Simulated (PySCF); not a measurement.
Problem. What does the PBE0-D3(BJ)/def2-SVP structure of `N#C[Si@H](N)C[SeH]` look like in three dimensions?

Solution. 
```xyz
12
C2H6N2SeSi angstrom
N     -2.030   -2.090   -1.760
C     -1.488   -1.343   -1.058
Si    -0.580   -0.167    0.076
N     -0.865    1.409   -0.538
C      1.254   -0.531    0.009
Se     2.227    0.791    1.084
H     -1.083   -0.488    1.447
H     -1.805    1.720   -0.755
H     -0.287    2.165   -0.183
H      1.621   -0.392   -1.020
H      1.515   -1.549    0.333
H      1.558    0.447    2.350
```

Any rigid rotation of these coordinates is as good. Atoms count from 1 in this order. Si3 (SiH silicon) is distorted tetrahedral (angles from 105.0° to 118.0°). N4 (silicon-bound nitrogen) has angles 120.9°, 117.7° and 112.0°, sum 350.5°, 0.21 Å off the plane of its three neighbours. Of the pairs four or more bonds apart, Se6···H9 is among the closest relative to their van der Waals radii: 3.13 Å, 101 % of the sum of Bondi's values.

Bonds between heavy atoms (Å): N1≡C2 1.160, C2–Si3 1.869, Si3–N4 1.715, Si3–C5 1.871, C5–Se6 1.962.

Level of theory: PBE0-D3(BJ)/def2-SVP geometry optimisation, gas phase (PySCF).

Point group: C1 (no symmetry element, even within 0.4 Å). Stationary, but not proved a minimum. The numbers are those of one conformer (C2–Si3–N4–H 50° and -166°, C2–Si3–C5–Se6 175°, Si3–C5–Se6–H 61°).

On an Arm Neoverse V1 with one thread, shared host with 64 logical CPUs at a one-minute load of 34, this took 75 s wall and 0.54 GiB of memory at its peak. These figures are those of the optimisation.
